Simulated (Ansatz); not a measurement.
Z-matrix (Å, degrees):
```
C
C 1 1.499
H 1 1.095 2 111.1
H 1 1.093 2 111.6 3 -120.8
H 1 1.095 2 111.1 3 118.3
Si 2 1.869 1 118.5 3 -58.7
C 2 1.332 1 122.0 3 121.3
H 6 1.490 2 110.4 1 -58.6
H 6 1.490 2 110.5 1 59.9
H 6 1.486 2 109.9 1 -179.4
H 7 1.085 2 122.1 1 180.0
H 7 1.089 2 121.5 1 -0.0
```

Charge 0, multiplicity 1.

Task: List the PBE/def2-TZVPP orbital energies in eV (the Gaussian-basis code of Ansatz). (An estimate is asked.)

Result: Computed: Occupied: -1779.33, -269.14, -268.96, -268.94, -137.10, -93.83, -93.83, -93.82, -19.66, -17.04, -14.04, -12.44, -10.95, -10.50, -10.28, -8.94, -8.31, -8.20, -7.39, -6.51. Lowest empty: -1.24, -0.01, 0.54, 0.90, 0.96, 1.61, 1.76, 2.34.
